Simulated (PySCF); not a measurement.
Molfile (atoms numbered from 1):
```
C5H11NOSi2
     RDKit          3D

 20 19  0  0  0  0  0  0  0  0999 V2000
    3.4513   -1.1966   -1.0056 C   0  0  0  0  0  0  0  0  0  0  0  0
    3.0212   -0.0931   -0.6153 N   0  0  0  0  0  0  0  0  0  0  0  0
    2.1800    0.4681    0.7713 Si  0  0  0  0  0  4  0  0  0  0  0  0
    0.1779    1.0913   -0.1511 Si  0  0  1  0  0  4  0  0  0  0  0  0
   -0.9084   -0.3251   -0.6726 C   0  0  0  0  0  0  0  0  0  0  0  0
   -1.6124   -1.2622   -0.9587 C   0  0  0  0  0  0  0  0  0  0  0  0
   -2.4550   -2.3821   -1.3193 C   0  0  0  0  0  0  0  0  0  0  0  0
   -0.4737    1.8764    1.1231 O   0  0  0  0  0  0  0  0  0  0  0  0
   -1.7463    2.4336    1.2035 C   0  0  0  0  0  0  0  0  0  0  0  0
    3.3967   -2.1253   -0.4297 H   0  0  0  0  0  0  0  0  0  0  0  0
    3.9210   -1.2754   -1.9835 H   0  0  0  0  0  0  0  0  0  0  0  0
    2.0944   -0.4732    1.9068 H   0  0  0  0  0  0  0  0  0  0  0  0
    3.0608    1.5633    1.1919 H   0  0  0  0  0  0  0  0  0  0  0  0
    0.1607    1.9729   -1.3361 H   0  0  0  0  0  0  0  0  0  0  0  0
   -3.4069   -2.3202   -0.7915 H   0  0  0  0  0  0  0  0  0  0  0  0
   -1.9642   -3.3188   -1.0540 H   0  0  0  0  0  0  0  0  0  0  0  0
   -2.6455   -2.3747   -2.3926 H   0  0  0  0  0  0  0  0  0  0  0  0
   -1.8648    3.2378    0.4733 H   0  0  0  0  0  0  0  0  0  0  0  0
   -2.5098    1.6762    1.0101 H   0  0  0  0  0  0  0  0  0  0  0  0
   -1.8821    2.8376    2.2074 H   0  0  0  0  0  0  0  0  0  0  0  0
  1  2  2  0
  2  3  1  0
  3  4  1  0
  4  5  1  0
  5  6  3  0
  6  7  1  0
  4  8  1  0
  8  9  1  0
  1 10  1  0
  1 11  1  0
  3 12  1  0
  3 13  1  0
  4 14  1  6
  7 15  1  0
  7 16  1  0
  7 17  1  0
  9 18  1  0
  9 19  1  0
  9 20  1  0
M  END
```

- structure optimised with GFN2-xTB
- PBE0/pcSseg-1 with gauge-including orbitals
- program: PySCF 2.14.0 with density-fitted response routines
- one conformer, isolated molecule, fast rotation and ring inversion assumed for equivalent nuclei, non-relativistic Hamiltonian

δ = σ(ref) − σ, references computed at the same level: 13C and 1H and 29Si vs TMS; NH3 for 15N; 17O against H2O.

```json
{"atoms": "Si4", "nucleus": "29Si", "count": "1", "Hirshfeld charge": "0.34", "δ (ppm)": "-36.6"}
{"atoms": "Si3", "nucleus": "29Si", "count": "1", "Hirshfeld charge": "0.28", "δ (ppm)": "?"}
{"atoms": "H18/H19/H20", "nucleus": "1H", "count": "3", "Hirshfeld charge": "0.04", "δ (ppm)": "3.75"}
{"atoms": "H15/H16/H17", "nucleus": "1H", "count": "3", "Hirshfeld charge": "0.06", "δ (ppm)": "2.07"}
{"atoms": "H12", "nucleus": "1H", "count": "1", "Hirshfeld charge": "-0.08", "δ (ppm)": "?"}
{"atoms": "C7", "nucleus": "13C", "count": "1", "Hirshfeld charge": "-0.09", "δ (ppm)": "6.1"}
{"atoms": "H14", "nucleus": "1H", "count": "1", "Hirshfeld charge": "-0.08", "δ (ppm)": "5.40"}
{"atoms": "N2", "nucleus": "15N", "count": "1", "Hirshfeld charge": "-0.23", "δ (ppm)": "417.5"}
{"atoms": "C9", "nucleus": "13C", "count": "1", "Hirshfeld charge": "-0.04", "δ (ppm)": "54.1"}
{"atoms": "O8", "nucleus": "17O", "count": "1", "Hirshfeld charge": "-0.23", "δ (ppm)": "6.5"}
{"atoms": "C5", "nucleus": "13C", "count": "1", "Hirshfeld charge": "-0.19", "δ (ppm)": "85.2"}
{"atoms": "C6", "nucleus": "13C", "count": "1", "Hirshfeld charge": "-0.03", "δ (ppm)": "?"}
{"atoms": "H13", "nucleus": "1H", "count": "1", "Hirshfeld charge": "-0.07", "δ (ppm)": "?"}
{"atoms": "C1", "nucleus": "13C", "count": "1", "Hirshfeld charge": "0.02", "δ (ppm)": "170.4"}
{"atoms": "H11", "nucleus": "1H", "count": "1", "Hirshfeld charge": "0.05", "δ (ppm)": "?"}
{"atoms": "H10", "nucleus": "1H", "count": "1", "Hirshfeld charge": "0.04", "δ (ppm)": "8.64"}
```

Task: Fill in the missing shifts.

Result: 
- C6: 114.7 ppm, alkyne carbon
- H11: 8.46 ppm, hydrogen on a C=N carbon
- H13: 5.36 ppm, hydrogen on a silicon bonded to N, Si
- H12: 5.11 ppm, hydrogen on a silicon bonded to N, Si
- Si3: -55.4 ppm, silicon bonded to N, Si, 2 H

Shifts are as computed. Against solution values, carbons near 30 ppm lie about +3 ppm off and those near 130 ppm about +5 ppm. Of 1211 compounds with measured shifts, 218 miss one by over three times the rms of a fit or turn the order of signals round; such compounds aren't used in these exercises. Experimental scales use liquid or dissolved standards, which lie at an offset from isolated NH3 (liquid NH3: subtract about 20 ppm) and H2O (liquid H2O: subtract about 36 ppm). Unscaled 15N shifts of sp2 nitrogen come out 20 to 40 ppm too high even then.
